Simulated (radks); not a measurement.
Problem. The manganese ion Mn2+, [Ar] 3d5. Calculated with a radial shooting solver on a logarithmic mesh with Libxc functionals: non-relativistic Kohn-Sham, exchange-only LDA, spin-polarised, spherical densities, point nucleus. Every spin shell is full or empty, so the densities are truly spherical. Functionals are evaluated on that one density, not self-consistently. Rank these orbital-free kinetic functionals by their error against the exact value of the orbitals, and give that value: Thomas-Fermi, von Weizsacker, TF + vW, TF + vW/9, TF + vW/5, revAPBEK, Perdew 92, LKT, DePristo-Kress.

Solution. Exact: 1145.78 hartree. From best to worst, with 100 (|E| - |E exact|)/|E exact| (equal figures are ties): DePristo-Kress -0.10, revAPBEK +0.34, Perdew 92 -0.77, TF + vW/9 -0.78, TF + vW/5 +3.91, Thomas-Fermi -6.63, LKT +25.42, TF + vW +46.06, von Weizsacker -47.30.
